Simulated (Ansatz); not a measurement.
Coupled-cluster run, CH$_{5}$ClOSSi, SMILES `CO[SiH](S)Cl`.

```yaml
crystal:
  periodic: [false, false, false]
  atoms:
    - {symbol: C, position_ang: [0.577171, -0.310636, -1.454582]}
    - {symbol: O, position_ang: [0.902559, 0.077070, -0.134219]}
    - {symbol: Si, position_ang: [-0.054632, -0.182075, 1.154611]}
    - {symbol: S, position_ang: [-1.992255, 0.656817, 0.927935]}
    - {symbol: Cl, position_ang: [0.954980, 0.640314, 2.722974]}
    - {symbol: H, position_ang: [-0.385331, 0.107390, -1.764575]}
    - {symbol: H, position_ang: [0.535808, -1.400678, -1.547350]}
    - {symbol: H, position_ang: [1.358669, 0.067326, -2.114052]}
    - {symbol: H, position_ang: [-0.284535, -1.619877, 1.412488]}
    - {symbol: H, position_ang: [-1.529336, 1.913149, 0.799770]}
basis:
  gaussian: {orbitals: cc-pV(T+d)Z}
correlation: {method: ccsd_t}
output: {orbitals: {seedname: orbitals}}
```

```sh
$ ansatz run in.yaml --threads 2 --pin off --events-out ev --progress --plain --max-ram 32768MiB --backend cuda --devices 0, --max-vram 18GiB
```

Log, shortened:

```
Functional definition: HF
1440 factors; integrals over basis functions are off by at most 1.2e-3 eV
mean field evaluation 1: about -34333.1718 eV, gradient 3.4e1 eV
mean field evaluation 2: about -34333.4943 eV, gradient 3.4e1 eV
mean field evaluation 4: about -34336.2331 eV, gradient 4.0e0 eV
mean field evaluation 8: about -34336.2953 eV, gradient 3.5e-1 eV
mean field -34336.29600600 eV, -1261.8356042433 hartree, gradient 5.2e-6 eV, S^2 0.000000; 0 other end points of the search recorded, 0 dependent functions left out
17 core orbitals not correlated: weight in the atoms' cores, before any rotation towards them, 1.000 or more for the frozen orbitals, at most 0.000 for the correlated occupied ones
reference -34336.29600600 eV, -1261.8356042433 hartree; 16, 16 occupied and 214, 214 virtual orbitals, 1440 factors
second order -24.36184986 eV of doubles, -0.00000000 eV of singles
cycle   1  -25.16803471 eV  change   -8.1e-1 eV  update   1.0e-1
cycle   2  -25.75456028 eV  change   -5.9e-1 eV  update   2.9e-2
cycle   3  -25.87212436 eV  change   -1.2e-1 eV  update   1.5e-2
cycle   4  -25.86161893 eV  change    1.1e-2 eV  update   3.2e-3
cycle   5  -25.86014351 eV  change    1.5e-3 eV  update   1.4e-3
cycle   6  -25.86040322 eV  change   -2.6e-4 eV  update   4.1e-4
cycle   7  -25.86014089 eV  change    2.6e-4 eV  update   1.6e-4
cycle   8  -25.86012847 eV  change    1.2e-5 eV  update   4.4e-5
cycle   9  -25.86014530 eV  change   -1.7e-5 eV  update   1.6e-5
perturbative correction -1.06070468 eV, -0.0389801780 hartree
Total energy: -34363.21685598 eV, -1262.8249272323 hartree
```

It took 11 s on 2 threads of an AMD EPYC 7R13 on a shared host and a share of an NVIDIA H100 80 GB, with 0.8 GiB of host memory at the peak.

MP2 recovers 90.5 % of the CCSD(T) correlation energy and the triples give 3.9 %; T1 = 0.0108.
